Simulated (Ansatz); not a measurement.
A nudged elastic band was laid between two geometries of FGeH3O2 + H4Si (12 atoms, charge 0, multiplicity 1).

Method: Ansatz, RKS BHLYP/def2-SVP.

```yaml
movable_images: 4
climbing_image: no
spring: 5.0 eV/Å²
optimiser: quadratic models (default)
start_path: through a guess of the saddle point
force_threshold: 0.05 eV/Å
iteration_limit: 60
end_points: relaxed
```

First end point:

```xyz
12
Properties=species:S:1:pos:R:3
Ge -0.534 0.508 -0.078
O -0.853 0.704 1.623
H -0.203 0.313 2.205
F 1.007 1.173 -0.431
H -1.613 1.224 -0.862
O -0.305 -1.180 -0.494
H -1.074 -1.740 -0.401
Si 1.659 -2.767 1.433
H 0.535 -3.638 1.022
H 2.461 -2.344 0.268
H 2.518 -3.522 2.377
H 1.127 -1.583 2.154
```

Last end point:

```xyz
12
Properties=species:S:1:pos:R:3
Ge 0.468 -0.327 -0.131
O -0.437 -0.609 2.467
H -1.207 -0.795 1.921
F 0.681 -0.297 -1.865
H 0.684 1.125 0.289
O -1.260 -0.765 -0.016
H -1.751 -0.571 -0.812
Si 1.794 -2.062 0.806
H 0.896 -3.183 1.167
H 2.796 -2.539 -0.174
H 2.485 -1.558 2.011
H -0.425 -1.271 3.155
```

Task: What changes between the two ends?

Result: Bonds broken: Ge1–O2, Si8–H12. Bonds formed: Ge1–Si8, O2–H12. FGeH3O2 + H4Si becomes FGeH5OSi + H2O.

Task: What energy profile does the band end with?

Result: It converged. The highest image is number 3 of 0 to 5, 17.2 kcal/mol above the first end and 13.6 kcal/mol above the last; the last end lies 3.6 kcal/mol above the first. A structure lower than the first end lies on the path between it and the top, so the climb from that side starts below the end, which may itself be a saddle point or a shallow side well. No image climbed, so the highest image needn't sit at the top of the path. A band with more images between the same ends climbed to 2.76 eV, so this one has probably stepped over the top. The orbitals stay closed-shell, which can raise the energy where a bond breaks towards radicals; this wasn't checked here.

```csv
image,path coordinate (Å),energy (kcal/mol),Ge1–O2 (Å),Si8–H12 (Å),Ge1–Si8 (Å)
0,0.00,0.0,1.74,1.48,4.22
1,2.40,-0.9,1.75,1.48,4.27
2,4.79,13.4,1.77,1.49,3.38
3,7.19,17.2,2.81,2.75,2.42
4,9.58,5.5,2.61,3.24,2.38
5,11.97,3.6,2.77,3.33,2.38
```

Task: What is the geometry of the highest image?

Result: 
```xyz
12
Properties=species:S:1:pos:R:3
Ge 0.046 -0.398 -0.192
O -0.009 0.256 2.541
H -0.647 -0.279 3.010
F 1.100 -0.207 -1.576
H -0.464 1.004 0.079
O -1.398 -1.276 -0.709
H -1.212 -2.167 -0.999
Si 1.413 -2.087 0.863
H 1.026 -3.275 0.071
H 2.864 -1.837 0.705
H 1.172 -2.431 2.292
H 0.834 -0.156 2.732
```

The run took 110 s on 4 threads of AMD EPYC 9R45 96-Core Processor (Zen 5), with other jobs on the host, peak memory 0.38 GiB.
